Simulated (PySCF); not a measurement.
Isomers of C2H8O2Si3, mass 147.983 u with the commonest isotopes. Theory: PBE0/def2-SVPD in PySCF (dipole) on a GFN2-xTB geometry, gas phase. One conformer each, none proved a minimum here; rigid rotors.

Question: Order these by rotational constant B, smallest first.
A. `[O:1]=[CH:2][Si@@H:3]1[O:4][SiH2:5][CH2:6][SiH2:7]1` with O1–C2–Si3–O4 -166°, C2–Si3–O4–Si5 -129°, Si3–O4–Si5–C6 2°, O4–Si5–C6–Si7 5°, Si5–C6–Si7–Si3 -8°
B. `[CH:1]#[C:2][SiH2:3][O:4][SiH2:5][SiH2:6][OH:7]` with C2–Si3–O4–Si5 62°, Si3–O4–Si5–Si6 68°, O4–Si5–Si6–O7 -179°, Si5–Si6–O7–H 180°
C. `[CH:1]#[C:2][SiH2:3][Si@@H:4]([OH:5])[O:6][SiH3:7]` with C2–Si3–Si4–O5 -168°, Si3–Si4–O5–H 165°, Si3–Si4–O6–Si7 34°

Answer: B (561.7 MHz), A (1022 MHz), C (1174 MHz).

Question: Order these by rotational constant A, smallest first.
A. `[O:1]=[CH:2][Si@@H:3]1[O:4][SiH2:5][CH2:6][SiH2:7]1` with O1–C2–Si3–O4 -166°, C2–Si3–O4–Si5 -129°, Si3–O4–Si5–C6 2°, O4–Si5–C6–Si7 5°, Si5–C6–Si7–Si3 -8°
B. `[CH:1]#[C:2][SiH2:3][O:4][SiH2:5][SiH2:6][OH:7]` with C2–Si3–O4–Si5 62°, Si3–O4–Si5–Si6 68°, O4–Si5–Si6–O7 -179°, Si5–Si6–O7–H 180°
C. `[CH:1]#[C:2][SiH2:3][Si@@H:4]([OH:5])[O:6][SiH3:7]` with C2–Si3–Si4–O5 -168°, Si3–Si4–O5–H 165°, Si3–Si4–O6–Si7 34°

Answer: C (1482 MHz), A (2434 MHz), B (3495 MHz).

Question: Order these by rotational constant C, smallest first.
A. `[CH:1]#[C:2][SiH2:3][Si@@H:4]([OH:5])[O:6][SiH3:7]` with C2–Si3–Si4–O5 -168°, Si3–Si4–O5–H 165°, Si3–Si4–O6–Si7 34°
B. `[O:1]=[CH:2][Si@@H:3]1[O:4][SiH2:5][CH2:6][SiH2:7]1` with O1–C2–Si3–O4 -166°, C2–Si3–O4–Si5 -129°, Si3–O4–Si5–C6 2°, O4–Si5–C6–Si7 5°, Si5–C6–Si7–Si3 -8°
C. `[CH:1]#[C:2][SiH2:3][O:4][SiH2:5][SiH2:6][OH:7]` with C2–Si3–O4–Si5 62°, Si3–O4–Si5–Si6 68°, O4–Si5–Si6–O7 -179°, Si5–Si6–O7–H 180°

Answer: C (545.4 MHz), A (703.2 MHz), B (787.4 MHz).

| SMILES | point group | Ia (u·Å²) | Ib (u·Å²) | Ic (u·Å²) | κ | μa (D) | μb (D) | μc (D) |
| --- | --- | --- | --- | --- | --- | --- | --- | --- |
| C#C[SiH2]O[SiH2][SiH2]O | C1 | 144.58 | 899.70 | 926.59 | -0.99 | 0.62 | 0.12 | 1.07 |
| C#C[SiH2][Si@@H](O)O[SiH3] | C1 | 341.06 | 430.63 | 718.69 | 0.21 | 0.89 | 0.63 | 0.39 |
| O=C[Si@@H]1O[SiH2]C[SiH2]1 | C1 | 207.64 | 494.73 | 641.80 | -0.72 | 3.31 | 0.48 | 0.38 |
